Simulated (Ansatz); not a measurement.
Reaction (redistribution): `O[SiH2][GaH][SiH3]` + `[CH3][Ga]1[CH2][S]1` → `O[SiH2][Ga]1[CH2][S]1` + `[CH3][GaH][SiH3]`

Program: Ansatz. Geometries: PBE0-D4/def2-TZVP. ΔE: electronic, gas phase. CCSD(T)/CBS adds triple-zeta CCSD(T) − MP2 to the extrapolated MP2 energy (def2 sets, frozen cores). For Ga outer-core shells are correlated without core-valence functions, which leaves a few kJ/mol of doubt a bond. Scalar relativity is left out up to krypton. One conformer a species, not always the lowest.

`O[SiH2][GaH][SiH3]`:

Z-matrix (Å, degrees):
```
Si
Ga 1 2.422
O 1 1.658 2 112.1
H 1 1.487 2 112.6 3 -118.3
H 1 1.497 2 108.8 3 123.2
Si 2 2.423 1 120.0 3 -14.3
H 2 1.576 1 121.8 3 165.9
H 3 0.958 1 117.1 2 42.5
H 6 1.492 2 109.9 1 107.5
H 6 1.490 2 112.4 1 -132.4
H 6 1.492 2 112.0 1 -11.3
```

`[CH3][Ga]1[CH2][S]1`:

Z-matrix (Å, degrees):
```
C
Ga 1 1.935
H 1 1.091 2 109.0
H 1 1.089 2 111.5 3 120.9
H 1 1.091 2 109.1 3 -118.0
C 2 1.932 1 163.4 3 -119.6
S 2 2.176 1 142.3 3 60.1
H 6 1.086 2 120.6 1 -75.1
H 6 1.086 2 120.6 1 74.8
```

`O[SiH2][Ga]1[CH2][S]1`:

Z-matrix (Å, degrees):
```
Si
Ga 1 2.382
O 1 1.648 2 113.1
H 1 1.480 2 109.4 3 -117.5
H 1 1.489 2 106.6 3 123.7
S 2 2.179 1 140.9 3 165.3
C 2 1.949 1 165.7 3 -19.9
H 3 0.958 1 118.4 2 57.9
H 7 1.086 2 119.9 1 78.0
H 7 1.086 2 120.0 1 -69.9
```

`[CH3][GaH][SiH3]`:

```xyz
10

C     1.145   -0.250   -1.499
Ga    0.361   -0.755    0.237
Si   -1.286    0.655    1.310
H     0.840    0.741   -1.835
H     0.844   -0.981   -2.256
H     2.237   -0.285   -1.442
H     0.829   -2.108    0.900
H    -2.463    0.848    0.412
H    -1.791    0.125    2.606
H    -0.715    2.010    1.567
```

| species | MP2/CBS(def2) energy (Eh) |
| --- | --- |
| `O[SiH2][GaH][SiH3]` | -2581.43005 |
| `[CH3][Ga]1[CH2][S]1` | -2400.76368 |
| `O[SiH2][Ga]1[CH2][S]1` | -2726.99388 |
| `[CH3][GaH][SiH3]` | -2255.20524 |

**Question.** Work out ΔE.

**Answer.** ΔE = (-2726.99388) + (-2255.20524) − (-2581.43005) − (-2400.76368) = -0.00539 Eh = -3.4 kcal/mol. CCSD(T)/CBS gives -3.1 kcal/mol.

Largest T1 diagnostic among the species: 0.015.
